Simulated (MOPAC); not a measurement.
Input for MOPAC: PM7 on C3H8O2 (a complex), monomers drawn apart or pushed together.

```
PM7 1SCF PRECISE CHARGE=0 THREADS=1
C3H8O2

O     -0.71713349 1     0.58540542 1     0.45083050 1
H     -0.62531740 1    -0.06651684 1     1.16799908 1
H     -0.58808702 1     0.09518473 1    -0.36621523 1
C      0.70321291 1     0.97430086 1     4.98006509 1
C      0.54234092 1    -0.51499750 1     5.14841957 1
C      0.89986349 1    -1.09200310 1     6.49525113 1
O      0.13854374 1    -1.22804918 1     4.25117174 1
H      1.64818191 1     1.31137423 1     5.41070261 1
H      0.63555766 1     1.25761701 1     3.93226252 1
H     -0.09478902 1     1.47515657 1     5.53656826 1
H      0.59615843 1    -2.13439387 1     6.55339887 1
H      1.98135985 1    -1.02035463 1     6.64096183 1
H      0.43386521 1    -0.51570441 1     7.29743733 1
```

Output:

```
*******************************************************************************
 **                                                                           **
 **                              MOPAC v23.2.5                                **
 **                                                                           **
 *******************************************************************************
 ** MOPAC's Digital Object Identifier: https://doi.org/10.5281/zenodo.6511958 **
 **                                                                           **
 ** Please cite the open-source release paper for use of this MOPAC version:  **
 ** J. E. Moussa and J. J. P. Stewart (2026)                                  **
 ** MOPAC: An open-source semiempirical molecular orbital program             **
 ** J. Open Source Softw., 11(119), 8025, https://doi.org/10.21105/joss.08025 **
 *******************************************************************************

                              PM7 CALCULATION RESULTS

 *******************************************************************************
 *  PM7        - The PM7 Hamiltonian to be used
 *
 *
 *
 *                 CHARGE ON SYSTEM = 0
 *
 *
 *
 *  PRECISE    - TIGHTER CRITERIA TO BE USED
 *  1SCF       - DO 1 SCF AND THEN STOP
 *  THREADS=1  - MULTI-THREADING NOT USED
 *  T=         - A TIME OF 172800.0 SECONDS REQUESTED
 *  DUMP=N     - RESTART FILE WRITTEN EVERY 7200.0 SECONDS REQUESTED
 *******************************************************************************
PM7 1SCF PRECISE CHARGE=0 THREADS=1
 C3H8O2

   ATOM   CHEMICAL          X               Y               Z
  NUMBER   SYMBOL      (ANGSTROMS)     (ANGSTROMS)     (ANGSTROMS)

     1       O         -0.71713349  *   0.58540542  *   0.45083050  *
     2       H         -0.62531740  *  -0.06651684  *   1.16799908  *
     3       H         -0.58808702  *   0.09518473  *  -0.36621523  *
     4       C          0.70321291  *   0.97430086  *   4.98006509  *
     5       C          0.54234092  *  -0.51499750  *   5.14841957  *
     6       C          0.89986349  *  -1.09200310  *   6.49525113  *
     7       O          0.13854374  *  -1.22804918  *   4.25117174  *
     8       H          1.64818191  *   1.31137423  *   5.41070261  *
     9       H          0.63555766  *   1.25761701  *   3.93226252  *
    10       H         -0.09478902  *   1.47515657  *   5.53656826  *
    11       H          0.59615843  *  -2.13439387  *   6.55339887  *
    12       H          1.98135985  *  -1.02035463  *   6.64096183  *
    13       H          0.43386521  *  -0.51570441  *   7.29743733  *



          CARTESIAN COORDINATES

    NO.       ATOM           X           Y           Z

     1         O         -0.7171      0.5854      0.4508
     2         H         -0.6253     -0.0665      1.1680
     3         H         -0.5881      0.0952     -0.3662
     4         C          0.7032      0.9743      4.9801
     5         C          0.5423     -0.5150      5.1484
     6         C          0.8999     -1.0920      6.4953
     7         O          0.1385     -1.2280      4.2512
     8         H          1.6482      1.3114      5.4107
     9         H          0.6356      1.2576      3.9323
    10         H         -0.0948      1.4752      5.5366
    11         H          0.5962     -2.1344      6.5534
    12         H          1.9814     -1.0204      6.6410
    13         H          0.4339     -0.5157      7.2974

 General Reference for PM7:
 "Optimization of Parameters for Semiempirical Methods VI: More Modifications to the
 NDDO Approximations and Re-optimization of Parameters", J. J. P. Stewart, J. Mol. Mod., 1:32, 19 (2013)
 https://link.springer.com/article/10.1007/s00894-012-1667-x

           Empirical Formula: C3 H8 O2  =    13 atoms



      MOLECULAR POINT GROUP   :   C1


      RHF CALCULATION, NO. OF DOUBLY OCCUPIED LEVELS = 16


 -------------------------------------------------------------------------------
 PM7 1SCF PRECISE CHARGE=0 THREADS=1
 C3H8O2



     1SCF WAS SPECIFIED, SO BFGS WAS NOT USED
     SCF FIELD WAS ACHIEVED


                              PM7 CALCULATION
                                                       MOPAC v23.2.5 Linux




          FINAL HEAT OF FORMATION =       -114.92461 KCAL/MOL =    -480.84455 KJ/MOL


          COSMO AREA              =        141.28 SQUARE ANGSTROMS
          COSMO VOLUME            =        115.56 CUBIC ANGSTROMS

          IONIZATION POTENTIAL    =         10.351935 EV
          HOMO LUMO ENERGIES (EV) =        -10.352  0.759
          NO. OF FILLED LEVELS    =         16
          MOLECULAR WEIGHT        =         76.0950         POINT GROUP:  C1

          MOLECULAR DIMENSIONS (Angstroms)

            Atom       Atom       Distance
            H    13    H     3     7.75559
            H    11    H     8     3.56277
            H    10    H    12     2.59889


          SCF CALCULATIONS        =          1





   ATOM   CHEMICAL          X               Y               Z
  NUMBER   SYMBOL      (ANGSTROMS)     (ANGSTROMS)     (ANGSTROMS)

     1       O         -0.71713349  *   0.58540542  *   0.45083050  *
     2       H         -0.62531740  *  -0.06651684  *   1.16799908  *
     3       H         -0.58808702  *   0.09518473  *  -0.36621523  *
     4       C          0.70321291  *   0.97430086  *   4.98006509  *
     5       C          0.54234092  *  -0.51499750  *   5.14841957  *
     6       C          0.89986349  *  -1.09200310  *   6.49525113  *
     7       O          0.13854374  *  -1.22804918  *   4.25117174  *
     8       H          1.64818191  *   1.31137423  *   5.41070261  *
     9       H          0.63555766  *   1.25761701  *   3.93226252  *
    10       H         -0.09478902  *   1.47515657  *   5.53656826  *
    11       H          0.59615843  *  -2.13439387  *   6.55339887  *
    12       H          1.98135985  *  -1.02035463  *   6.64096183  *
    13       H          0.43386521  *  -0.51570441  *   7.29743733  *

                             CARTESIAN COORDINATES

   1    O       -0.717133490     0.585405420     0.450830500
   2    H       -0.625317400    -0.066516840     1.167999080
   3    H       -0.588087020     0.095184730    -0.366215230
   4    C        0.703212910     0.974300860     4.980065090
   5    C        0.542340920    -0.514997500     5.148419570
   6    C        0.899863490    -1.092003100     6.495251130
   7    O        0.138543740    -1.228049180     4.251171740
   8    H        1.648181910     1.311374230     5.410702610
   9    H        0.635557660     1.257617010     3.932262520
  10    H       -0.094789020     1.475156570     5.536568260
  11    H        0.596158430    -2.134393870     6.553398870
  12    H        1.981359850    -1.020354630     6.640961830
  13    H        0.433865210    -0.515704410     7.297437330


           Empirical Formula: C3 H8 O2  =    13 atoms



      MOLECULAR POINT GROUP   :   C1


                  EIGENVALUES
 -30.98766 -29.04030 -27.55611 -24.96703 -19.19015 -17.43285 -16.06762 -15.88124
 -15.70634 -14.06176 -13.90658 -13.51743 -13.42926 -12.71414 -11.79578 -10.35194
   0.75901   3.01474   3.81237   4.27416   4.70409   5.02045   5.08173   5.31852
   5.55831   6.33254   6.49248   6.59327


              NET ATOMIC CHARGES AND DIPOLE CONTRIBUTIONS

  ATOM NO.   TYPE          CHARGE      No. of ELECS.   s-Pop       p-Pop
    1          O          -0.661219        6.6612     1.82043     4.84079
    2          H           0.336534        0.6635     0.66347
    3          H           0.324653        0.6753     0.67535
    4          C          -0.546010        4.5460     1.06482     3.48119
    5          C           0.515560        3.4844     1.11955     2.36489
    6          C          -0.547383        4.5474     1.06507     3.48232
    7          O          -0.474644        6.4746     1.88150     4.59314
    8          H           0.169136        0.8309     0.83086
    9          H           0.184401        0.8156     0.81560
   10          H           0.175807        0.8242     0.82419
   11          H           0.180791        0.8192     0.81921
   12          H           0.172943        0.8271     0.82706
   13          H           0.169430        0.8306     0.83057
 DIPOLE           X         Y         Z       TOTAL
 POINT-CHG.     1.505     0.326     2.504     2.940
 HYBRID         0.034    -0.356    -0.060     0.363
 SUM            1.540    -0.030     2.444     2.889


          ATOMIC ORBITAL ELECTRON POPULATIONS

     Atom    s        px        py        pz
    1  O   1.82043   1.98111   1.50358   1.35610
    2  H   0.66347
    3  H   0.67535
    4  C   1.06482   1.18982   1.08466   1.20670
    5  C   1.11955   0.66502   0.86543   0.83444
    6  C   1.06507   1.18627   1.19154   1.10451
    7  O   1.88150   1.40646   1.67302   1.51366
    8  H   0.83086
    9  H   0.81560
   10  H   0.82419
   11  H   0.81921
   12  H   0.82706
   13  H   0.83057

 **********************
 *                    *
 * JOB ENDED NORMALLY *
 *                    *
 **********************




 == MOPAC DONE ==
```

The run finished.

Cost: around 0.020 core-seconds (rough).
